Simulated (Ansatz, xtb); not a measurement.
**Two isomers of C4H8BF**

Structure I: `BC1(F)CCC1`, a singlet. Structure II: `B[C@H]1C[C@@H](F)C1`, a singlet. Both are isolated molecules in the gas phase, relaxed with PBE0-D3(BJ)/def2-SVP; the shapes shown needn't be the lowest conformers.

I (Å):

```xyz
14

C     0.2099   -0.4827   -0.3326
C    -0.4153    0.2763    0.9076
C     0.6263    1.3834    0.6864
C     1.4291    0.4335   -0.2218
B    -1.0152   -0.1566   -1.1952
F     0.4668   -1.8116   -0.1163
H    -1.8712   -0.9963   -1.3255
H    -1.1797    0.9679   -1.6030
H    -0.2360   -0.3545    1.7909
H    -1.4876    0.5498    0.9002
H     1.1345    1.7611    1.5846
H     0.2063    2.2390    0.1395
H     1.8553    0.8311   -1.1539
H     2.2175   -0.0904    0.3389
```

II (Å):

```xyz
14

C    -0.3271    0.6147    0.0126
C    -1.2796   -0.6063   -0.0567
C    -2.2660    0.2949   -0.7963
C    -1.5497    1.5299   -0.2538
B     0.6848    0.8499    1.1648
F    -3.5896    0.1561   -0.4880
H     1.2351   -0.0861    1.7018
H     0.9794    1.9748    1.5043
H     0.3329    0.6157   -0.8846
H    -1.6819   -0.8554    0.9378
H    -0.9362   -1.5284   -0.5472
H    -2.1569    0.2077   -1.8920
H    -1.4334    2.4043   -0.9100
H    -2.0237    1.8467    0.6885
```

Estimate which is lower in electronic energy at CCSD(T)/def2-SVP + ΔMP2/def2-TZVPP, and by roughly how much.

Too close to call at this level: CCSD(T)/def2-SVP + ΔMP2/def2-TZVPP gives E(II) − E(I) = −3.51 kJ/mol.

How the difference moves with the method:

```json
{"level": "GFN2-xTB", "geometry": "GFN2-xTB", "E(II) − E(I) (kJ/mol)": "−3.37", "departure from the last row (kJ/mol)": "+0.14", "job, with rough time for the two": "optimisation, 0.99 s"}
{"level": "HF/STO-3G", "geometry": "GFN2-xTB", "E(II) − E(I) (kJ/mol)": "−2.01", "departure from the last row (kJ/mol)": "+1.50", "job, with rough time for the two": "single point, 2.6 s"}
{"level": "r2SCAN-D4/def2-SVP", "geometry": "GFN2-xTB", "E(II) − E(I) (kJ/mol)": "+0.84", "departure from the last row (kJ/mol)": "+4.35", "job, with rough time for the two": "single point, 14 s"}
{"level": "PBE0-D3(BJ)/def2-SVP", "geometry": "PBE0-D3(BJ)/def2-SVP", "E(II) − E(I) (kJ/mol)": "−0.02", "departure from the last row (kJ/mol)": "+3.49", "job, with rough time for the two": "optimisation, 5.5 min"}
{"level": "HF/def2-SVP", "geometry": "PBE0-D3(BJ)/def2-SVP", "E(II) − E(I) (kJ/mol)": "−20.79", "departure from the last row (kJ/mol)": "−17.28", "job, with rough time for the two": "part of the CCSD(T) run"}
{"level": "MP2/def2-SVP", "geometry": "PBE0-D3(BJ)/def2-SVP", "E(II) − E(I) (kJ/mol)": "−2.79", "departure from the last row (kJ/mol)": "+0.72", "job, with rough time for the two": "part of the CCSD(T) run"}
{"level": "CCSD(T)/def2-SVP", "geometry": "PBE0-D3(BJ)/def2-SVP", "E(II) − E(I) (kJ/mol)": "−4.23", "departure from the last row (kJ/mol)": "−0.72", "job, with rough time for the two": "single point"}
{"level": "CCSD(T)/def2-SVP + ΔMP2/def2-TZVPP", "geometry": "PBE0-D3(BJ)/def2-SVP", "E(II) − E(I) (kJ/mol)": "−3.51", "departure from the last row (kJ/mol)": "", "job, with rough time for the two": "single point, 2.9 min"}
```

As drawn, both hold the same kinds of bond in the same numbers.

The largest departure from CCSD(T)/def2-SVP + ΔMP2/def2-TZVPP is that of HF/def2-SVP, 17.28 kJ/mol. The last row adds to CCSD(T) the change of the MP2 difference between the two basis sets, here +0.72 kJ/mol.

With thermal terms from frequencies at re-optimised GFN2-xTB minima (ideal gas, soft modes damped towards free rotors, one conformer each, 298.15 K, 1 atm): the zero-point term adds −0.58 kJ/mol; ΔH is −4.17 and ΔG −4.31 kJ/mol.

The correlated steps freeze 6 core orbitals. Mirror images aren't counted in ΔG. Codes used: Ansatz 0.2.0, xtb 6.7.1; the last row on 2 threads of AMD EPYC (Zen 3) on a shared host.
